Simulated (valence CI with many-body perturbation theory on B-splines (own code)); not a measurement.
Valence orbitals of Tl10+

Calculated by relativistic CI+MBPT: three valence electrons over a frozen Dirac-Fock core [Xe] 4f14, radial functions for each j: 9 s, 9 p, 10 d, 8 f, 5 g, 3 h, 1 i, with the one-electron correlation potential Σ1, the two-electron term Σ2, the three-electron term Σ3, Breit, model QED; selected CI, second order for the rest, scaled by the run's own slope (own B-spline code, finite nucleus).

No measured spectrum was set against this ion. As an estimate, terms of the open shell hold to 2 to 4 % of their energy, and close levels can change places. Core correlation moves these levels by up to 12000 cm⁻¹, and in measured spectra 5 to 20 % of such shifts remained as error; rates that hang on mixing are uncertain with them. The list stops below the first excitations out of the core. Only levels of the ground parity were solved; by the run's estimate the other parity begins above the list, which can be wrong where configurations are misplaced.

These are the spectroscopic orbitals of the CI (the correlating ones are not listed), shaped by the core and the other valence electrons. h is the expectation value of the core's Dirac-Fock operator, without the valence repulsion; Σ1 is computed up to l = 3 at one energy for each symmetry, that of its lowest orbital but kept below the first core excitation, so for empty shells it is not the orbital's own correlation shift; Breit and QED include the response of the core.

```tsv
Orbital	h (hartree)	Σ1 (cm⁻¹)	Breit (cm⁻¹)	QED (cm⁻¹)	⟨r⟩ (bohr)
6s1/2	-6.2251	-12424	663	677	1.690
7s1/2	-3.7747	-3911	287	286	2.825
8s1/2	-2.5522	-1909	158	158	4.195
6p1/2	-5.6076	-9872	962	11.9	1.834
7p1/2	-3.4804	-3646	468	6.1	2.999
8p1/2	-2.3837	-1837	260	3.5	4.436
6p3/2	-5.3307	-7900	465	57.7	1.939
7p3/2	-3.3461	-3091	234	29.1	3.126
8p3/2	-2.3076	-1595	151	16.7	4.587
5d3/2	-7.9878	-15722	705	-216	1.113
6d3/2	-4.3834	-4814	265	-48.9	2.229
7d3/2	-2.8619	-2239	139	-24.1	3.542
5d5/2	-7.8559	-14757	222	-140	1.136
6d5/2	-4.3324	-4718	121	-27.4	2.258
7d5/2	-2.8355	-2216	68.0	-13.2	3.578
5f5/2	-5.1707	-16580	-136	-85.0	1.565
6f5/2	-3.2599	-5316	-44.2	-37.0	2.844
5f7/2	-5.1537	-15306	-249	-71.8	1.574
6f7/2	-3.2499	-4982	-99	-30.5	2.855
5g7/2	-3.4033		-37.3	-8.3	2.350
5g9/2	-3.4047		-40.7	-7.9	2.349
```

Among the shells of the start configuration 5d3, Σ1 is largest in size for 5d3/2, where it is 0.90 % of h.

Lowest root of each symmetry, sizes in configuration state functions:

```tsv
J	Parity	Roots	Reference	Variational	Second order	Change by selected CI (cm⁻¹)	Change by second order (cm⁻¹)
1/2	even	5	48	5955	29619	-4358	-3
3/2	even	9	82	9823	53489	-3482	-2
5/2	even	9	94	11622	65208	-2777	-1
7/2	even	6	82	10901	62397	-3177	-3
9/2	even	5	64	9474	61747	-3646	-4
11/2	even	1	36	4923	40008	-4221	-7
```
